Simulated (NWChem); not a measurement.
System: Si2H3, doublet; SMILES [SiH][SiH2]

Output (shortened):

```
             Northwest Computational Chemistry Package (NWChem) 7.3.0
             --------------------------------------------------------

 C1  symmetry detected

                             Geometry "geometry" -> ""
                             -------------------------

 Output coordinates in angstroms (scale by  1.889725989 to convert to a.u.)

  No.       Tag          Charge          X              Y              Z
 ---- ---------------- ---------- -------------- -------------- --------------
    1 Si                  14.0000    -0.07676470    -1.23212036     0.01582318
    2 Si                  14.0000    -0.01701754     1.05140281    -0.02519758
    3 H                    1.0000     1.42786022    -1.29289590    -0.32229308
    4 H                    1.0000     1.14007293     1.90797630     0.44008463
    5 H                    1.0000    -1.25498177     1.91496525     0.01344998

 Effective nuclear repulsion energy (a.u.)      67.5671059762

                                Z-matrix (autoz)
                                --------

 Units are Angstrom for bonds and degrees for angles

      Type          Name      I     J     K     L     M      Value
      ----------- --------  ----- ----- ----- ----- ----- ----------
    1 Stretch                  1     2                       2.28467
    2 Stretch                  1     3                       1.54334
    3 Stretch                  2     4                       1.51297
    4 Stretch                  2     5                       1.50990
    5 Bend                     1     2     4               125.47509
    6 Bend                     1     2     5               123.34958
    7 Bend                     2     1     3                90.56899
    8 Bend                     4     2     5               107.17973
    9 Torsion                  3     1     2     4         -35.65309
   10 Torsion                  3     1     2     5         169.76560

                           NWChem Geometry Optimization
                           ----------------------------

 maximum gradient threshold         (gmax) =   0.000450
 rms gradient threshold             (grms) =   0.000300
 maximum cartesian step threshold   (xmax) =   0.001800
 rms cartesian step threshold       (xrms) =   0.001200
 fixed trust radius                (trust) =   0.300000
 source of zmatrix                         =   autoz

          -------------------
          Energy Minimization
          -------------------

[...]

      ----------------------
      Optimization converged
      ----------------------

  Step       Energy      Delta E   Gmax     Grms     Xrms     Xmax
  ---- ---------------- -------- -------- -------- -------- --------
@   10    -580.49974779 -1.2D-07  0.00002  0.00001  0.00072  0.00129
                                     ok       ok       ok       ok

                                Z-matrix (autoz)
                                --------

 Units are Angstrom for bonds and degrees for angles

      Type          Name      I     J     K     L     M      Value     Gradient
      ----------- --------  ----- ----- ----- ----- ----- ---------- ----------
    1 Stretch                  1     2                       2.28354   -0.00001
    2 Stretch                  1     3                       1.52655   -0.00001
    3 Stretch                  2     4                       1.49269   -0.00000
    4 Stretch                  2     5                       1.49126   -0.00000
    5 Bend                     1     2     4               128.42461    0.00002
    6 Bend                     1     2     5               123.37074   -0.00001
    7 Bend                     2     1     3                88.42651   -0.00000
    8 Bend                     4     2     5               107.81890   -0.00001
    9 Torsion                  3     1     2     4         -10.82979    0.00001
   10 Torsion                  3     1     2     5         177.19259   -0.00000

                         Geometry "geometry" -> "geometry"
                         ---------------------------------

 Output coordinates in angstroms (scale by  1.889725989 to convert to a.u.)

[...]

 Rotational Constants
 --------------------
 A=   3.236960 cm-1  (  4.657159 K)
 B=   0.204873 cm-1  (  0.294759 K)
 C=   0.192805 cm-1  (  0.277397 K)

 Temperature                      =   298.15K
 frequency scaling parameter      =   1.0000

 Zero-Point correction to Energy  =   14.228 kcal/mol  (  0.022674 au)
 Thermal correction to Energy     =   16.822 kcal/mol  (  0.026807 au)
 Thermal correction to Enthalpy   =   17.414 kcal/mol  (  0.027751 au)

 Total Entropy                    =   64.132 cal/mol-K
   - Translational                =   38.127 cal/mol-K (mol. weight =  58.9773)
   - Rotational                   =   22.051 cal/mol-K (symmetry #  =        1)
   - Vibrational                  =    3.954 cal/mol-K

 Cv (constant volume heat capacity) =   12.833 cal/mol-K
   - Translational                  =    2.979 cal/mol-K
   - Rotational                     =    2.979 cal/mol-K
   - Vibrational                    =    6.874 cal/mol-K

[normal modes left out]

 ----------------------------------------------------------------------------
 Normal Eigenvalue ||           Projected Infra Red Intensities
  Mode   [cm**-1]  || [atomic units] [(debye/angs)**2] [(KM/mol)] [arbitrary]
 ------ ---------- || -------------- ----------------- ---------- -----------
    1       -0.000 ||    0.000309           0.007         0.302       0.080
    2       -0.000 ||    0.000150           0.003         0.147       0.039
    3       -0.000 ||    0.000386           0.009         0.377       0.100
    4       -0.000 ||    0.000455           0.010         0.443       0.118
    5        0.000 ||    0.000128           0.003         0.125       0.033
    6        0.000 ||    0.000422           0.010         0.411       0.110
    7      357.738 ||    0.001040           0.024         1.014       0.270
    8      426.026 ||    0.010810           0.249        10.538       2.808
    9      435.333 ||    0.006020           0.139         5.869       1.564
   10      472.612 ||    0.012302           0.284        11.993       3.196
   11      727.873 ||    0.052221           1.205        50.908      13.568
   12      974.975 ||    0.113094           2.609       110.249      29.383
   13     2083.098 ||    0.175619           4.052       171.202      45.628
   14     2233.926 ||    0.088615           2.044        86.387      23.023
   15     2245.895 ||    0.115771           2.671       112.859      30.079
 ----------------------------------------------------------------------------
```

Level: CAM-B3LYP/def2-SVP, spin-unrestricted. No stability test was run on the SCF state.

Q: Write an input that gives this output.

A: This is not unique; one that fits is the input that was run:
```
start job
memory heap 200 mb stack 900 mb global 1100 mb
geometry units angstroms
  Si    -0.029706    -1.280300     0.224873
  Si    -0.159461     0.976548    -0.106082
  H      1.453737    -1.272959    -0.200868
  H      0.947674     1.969738     0.171208
  H     -1.459899     1.743703    -0.094975
end
basis spherical
  * library def2-svp
end
dft
  odft
  mult 2
  xc xcamb88 1.00 lyp 0.81 vwn_5 0.19 hfexch 1.00
  cam 0.33 cam_alpha 0.19 cam_beta 0.46
  iterations 150
end
driver
  maxiter 120
end
task dft optimize
task dft freq
```
